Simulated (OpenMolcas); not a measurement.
# Fe⁴⁺: input and output

Input:

```
&GATEWAY
Coord
1

Fe 0.0 0.0 0.0
Basis=ANO-RCC-VQZP
Group=XYZ
NoMove
AngMom=0.0 0.0 0.0
AMFI
&SEWARD
* reference wave functions (RASSCF and RASSI steps not shown): 4 electrons in 10 orbitals (3d 4d)
>>> COPY JOB001 $Project.JobIph
&CASPT2
Multistate=5 1 2 3 4 5
Frozen=2 3
IPEA=0.25
Shift=0.2
MaxIter=60
WThr=0.0 0.3 0.05
PrWF=0.5
NoMix
>>> COPY JOB002 $Project.JobIph
&CASPT2
Multistate=45 1 2 3 4 5 6 7 8 9 10 11 12 13 14 15 16 17 18 19 20 21 22
23 24 25 26 27 28 29 30 31 32 33 34 35 36 37 38 39 40 41 42 43 44 45
Frozen=2 3
IPEA=0.25
Shift=0.2
MaxIter=60
WThr=0.0 0.3 0.05
PrWF=0.5
NoMix
>>> COPY JOB003 $Project.JobIph
&CASPT2
Multistate=44 1 2 3 4 5 6 7 8 9 10 11 12 13 14 15 16 17 18 19 20 21 22
23 24 25 26 27 28 29 30 31 32 33 34 35 36 37 38 39 40 41 42 43 44
Frozen=2 3
IPEA=0.25
Shift=0.2
MaxIter=60
WThr=0.0 0.3 0.05
PrWF=0.5
NoMix
```

Output, cut to the results:

```
--- CASPT2 ---
Orbital specifications:
      -----------------------

      Symmetry species                           1   2
                                                ag  au
      Frozen orbitals                            2   3
      Inactive orbitals                          1   3
      Active orbitals                           10   0
      Secondary orbitals                        32  44
      Deleted orbitals                           0   0
      Number of basis functions                 45  50
Type of calculation                        MS-CASPT2
      Fock operator                              state-specific
      IPEA shift                                 0.25
      Real shift                                 0.20
      Imaginary shift                            0.00
      The input orbitals will be transformed to quasi-canonical
Reference energy:       -1267.5348276345
      E2 (Non-variational):      -0.3718249864
      Shift correction:          -0.0070431098
      E2 (Variational):          -0.3788680962
      Total energy:           -1267.9136957306
      Residual norm:              0.0000007479
      Reference weight:           0.96598
      Contributions to the CASPT2 correlation energy
      Active & Virtual Only:         -0.0280999097
      One Inactive Excited:          -0.1992008928
      Two Inactive Excited:          -0.1445241839
Reference energy:       -1267.5348276345
      E2 (Non-variational):      -0.3718235155
      Shift correction:          -0.0070429755
      E2 (Variational):          -0.3788664910
      Total energy:           -1267.9136941255
      Residual norm:              0.0000007479
      Reference weight:           0.96598
      Contributions to the CASPT2 correlation energy
      Active & Virtual Only:         -0.0281000192
      One Inactive Excited:          -0.1991992438
      Two Inactive Excited:          -0.1445242526
::    CASPT2 Root  1     Total energy:  -1267.91369573
::    CASPT2 Root  2     Total energy:  -1267.91369413
::    CASPT2 Root  3     Total energy:  -1267.91369190
::    CASPT2 Root  4     Total energy:  -1267.91367916
::    CASPT2 Root  5     Total energy:  -1267.91366944
::    MS-CASPT2 Root  1     Total energy:  -1267.91371672
::    MS-CASPT2 Root  2     Total energy:  -1267.91370642
::    MS-CASPT2 Root  3     Total energy:  -1267.91369410
::    MS-CASPT2 Root  4     Total energy:  -1267.91367976
::    MS-CASPT2 Root  5     Total energy:  -1267.91363336
--- CASPT2 ---
Orbital specifications:
      -----------------------

      Symmetry species                           1   2
                                                ag  au
      Frozen orbitals                            2   3
      Inactive orbitals                          1   3
      Active orbitals                           10   0
      Secondary orbitals                        32  44
      Deleted orbitals                           0   0
      Number of basis functions                 45  50
Type of calculation                        MS-CASPT2
      Fock operator                              state-specific
      IPEA shift                                 0.25
      Real shift                                 0.20
      Imaginary shift                            0.00
      The input orbitals will be transformed to quasi-canonical
Reference energy:       -1267.4156256939
      E2 (Non-variational):      -0.3776373027
      Shift correction:          -0.0071128475
      E2 (Variational):          -0.3847501502
      Total energy:           -1267.8003758442
      Residual norm:              0.0000008816
      Reference weight:           0.96566
      Contributions to the CASPT2 correlation energy
      Active & Virtual Only:         -0.0290650041
      One Inactive Excited:          -0.2094265786
      Two Inactive Excited:          -0.1391457201
Reference energy:       -1267.4156256939
      E2 (Non-variational):      -0.3776173680
      Shift correction:          -0.0071122607
      E2 (Variational):          -0.3847296287
      Total energy:           -1267.8003553227
      Residual norm:              0.0000008793
      Reference weight:           0.96566
      Contributions to the CASPT2 correlation energy
      Active & Virtual Only:         -0.0290788734
      One Inactive Excited:          -0.2094156611
      Two Inactive Excited:          -0.1391228334
::    CASPT2 Root  1     Total energy:  -1267.80037584
::    CASPT2 Root  2     Total energy:  -1267.80035532
::    CASPT2 Root  3     Total energy:  -1267.80029186
::    CASPT2 Root  4     Total energy:  -1267.80043939
::    CASPT2 Root  5     Total energy:  -1267.80028681
::    CASPT2 Root  6     Total energy:  -1267.80032498
::    CASPT2 Root  7     Total energy:  -1267.80028126
::    CASPT2 Root  8     Total energy:  -1267.80031536
::    CASPT2 Root  9     Total energy:  -1267.80036731
::    CASPT2 Root 10     Total energy:  -1267.80033148
::    CASPT2 Root 11     Total energy:  -1267.80030500
::    CASPT2 Root 12     Total energy:  -1267.79822569
::    CASPT2 Root 13     Total energy:  -1267.79822587
::    CASPT2 Root 14     Total energy:  -1267.79822559
::    CASPT2 Root 15     Total energy:  -1267.79212423
::    CASPT2 Root 16     Total energy:  -1267.79185591
::    CASPT2 Root 17     Total energy:  -1267.79212632
::    CASPT2 Root 18     Total energy:  -1267.79183749
::    CASPT2 Root 19     Total energy:  -1267.79192839
::    CASPT2 Root 20     Total energy:  -1267.79236447
::    CASPT2 Root 21     Total energy:  -1267.79191166
::    CASPT2 Root 22     Total energy:  -1267.77762329
::    CASPT2 Root 23     Total energy:  -1267.77781278
::    CASPT2 Root 24     Total energy:  -1267.77759717
::    CASPT2 Root 25     Total energy:  -1267.77753871
::    CASPT2 Root 26     Total energy:  -1267.77756327
::    CASPT2 Root 27     Total energy:  -1267.77762931
::    CASPT2 Root 28     Total energy:  -1267.77746600
::    CASPT2 Root 29     Total energy:  -1267.77755354
...
```

Levels above the lowest, from the spin-orbit matrix with the single-state CASPT2 energies, averaged by term, on its diagonal:

```csv
Configuration,Term,J,E (cm-1),Measured (cm-1),g,Term weight %
3d4,5D,0,0.0,0.0,,100
3d4,5D,1,149,142,1.501,100
3d4,5D,2,436,417,1.501,100
3d4,5D,3,848,803,1.501,100
3d4,5D,4,1370,1283,1.501,100
3d4,3P(1),0,24570,24055,,99
3d4,3H,4,25280,24932,0.805,98
3d4,3P(1),1,25460,24973,1.500,100
3d4,3H,5,25620,25226,1.036,99
3d4,3H,6,25990,25528,1.167,100
3d4,3P(1),2,26970,26468,1.500,100
3d4,3F(1),2,27300,26761,0.667,100
3d4,3F(1),3,27400,26842,1.070,96
3d4,3F(1),4,27570,26974,1.239,95
3d4,3G,3,30430,29817,0.763,96
3d4,3G,4,30820,30147,1.056,95
3d4,3G,5,31150,30430,1.198,99
3d4,3D,3,37580,36630,1.334,100
3d4,3D,2,37690,36758,1.167,99
3d4,3D,1,37810,36925,0.500,100
3d4,1G(1),4,37870,36586,1.001,98
3d4,1I,6,38360,37512,1.000,100
3d4,1S,0,40920,39633,,99
3d4,1D,2,47880,46291,1.001,99
```

Against the 23 measured excited levels shown (Corliss and Sugar, J. Phys. Chem. Ref. Data 11, 135 (1982)) the mean absolute deviation is 620 cm-1; the largest miss in energy is 3d4 1D2: computed 47880, measured 46291 cm-1 (+3.4 %), and the largest in proportion 3d4 5D4 (+6.8 %).

CASPT2 breaks the degeneracy within a term, and the mean is taken; among the terms shown or strongly mixed into the levels shown the widest spread is 310 cm-1 (3d4 1I). Active for correlation alone: 4d; no level in the range computed is led by a configuration that fills it, so any true level of that kind is missing. The CASPT2 spread within a term exceeds the gap to the next term for 3d4 3D and 3d4 1G(1), so the order of their levels is uncertain. Computed and measured levels are paired by configuration, term and J; levels that our copy of the source lacks, or whose pairing is in doubt (as where it misses far off the trend of its configuration), stay unpaired and out of the deviations. Only configurations of the active space appear. The first state left out of the spin-orbit step lies near 110000 cm-1 above the lowest spin-free state of the reference (among the parities and spins computed), and the list stops at four fifths of that energy or lower. The table shows the lowest 24 of 32 levels.

The term weight is that of the spin-free term in the level, not the purity of its configuration. A number in round brackets counts repeated terms of one configuration in the order of the reference energies.
